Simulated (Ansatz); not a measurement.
Relaxation of ClF₄H₃NTa (10 atoms, charge 0, multiplicity 1), to a largest force component of 0.03 eV/Å in at most 50 steps.

These are results of Ansatz, RKS PBE0-D4/def2-SVP, not measurements.

```xyz
10
Properties=species:S:1:pos:R:3
Ta -0.465 -0.364 0.179
Cl 3.166 -0.185 0.731
N 0.005 0.125 2.003
H 0.732 -0.341 2.540
H -0.293 0.997 2.435
F 0.538 0.118 -1.329
F -1.427 1.249 0.096
F -2.025 -1.379 0.033
F 0.609 -1.937 0.405
H 2.655 -1.387 0.471
```

**Question.** Where does it end, and by what steps?

**Answer.** It converged. The force dipped under the threshold on the way, but the program's further checks kept it going. After 14 steps the energy has fallen by 0.154 eV; Cl2 moved furthest, 1.54 Å.

```tsv
step	energy less start (eV)	largest force component (eV/Å)	accepted
0	0.0000	1.068	yes
1	-0.0243	0.930	yes
2	-0.0382	0.809	yes
3	-0.0654	0.517	yes
4	-0.0765	0.420	yes
5	-0.0921	0.347	yes
6	-0.1085	0.261	yes
7	-0.1239	0.191	yes
8	-0.1324	0.342	yes
9	-0.1399	0.399	yes
10	-0.1494	0.138	yes
11	-0.1526	0.053	yes
12	-0.1534	0.019	yes
13	-0.1538	0.031	yes
14	-0.1539	0.021	yes
```

```xyz
10
Properties=species:S:1:pos:R:3
Ta -0.593 -0.261 0.058
Cl 3.243 -1.239 1.853
N 0.268 0.412 1.656
H 1.187 0.097 1.978
H -0.139 1.117 2.267
F -0.212 0.614 -1.553
F -2.037 0.888 0.409
F -1.677 -1.776 0.247
F 0.938 -1.380 -0.184
H 2.518 -1.575 0.832
```

Whether the end is a true minimum wasn't checked by a vibrational analysis.

Run time: 53 s on 4 threads of Arm Neoverse V1 (shared host), peak memory 0.42 GiB.
